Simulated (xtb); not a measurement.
Tb (SMILES [Tb]), sextet (GFN-xTB shapes and energies of metal compounds can be far from the true ones) (GFN-xTB holds the 4f electrons in the core, so unpaired electrons go into valence orbitals and the state isn't the physical one). Base run: xtb 6.7.1 with GFN0-xTB.

Input for xtb:
```
$ xtb mol.xyz --gfn 0 --uhf 5 --json

# file mol.xyz
1

Tb     0.00000000     0.00000000     0.00000000
```

Each row names what was changed in the base input (with any setting that the change needs).

```json
[
 {"change": "base", "ΔE vs base (mEh)": "0.000"},
 {"change": "acc = 30", "ΔE vs base (mEh)": "0.000"},
 {"change": "etemp = 5000", "ΔE vs base (mEh)": "-50.217"},
 {"change": "file = coord", "ΔE vs base (mEh)": "0.000"},
 {"change": "acc = 0.0001", "ΔE vs base (mEh)": "0.000"}
]
```
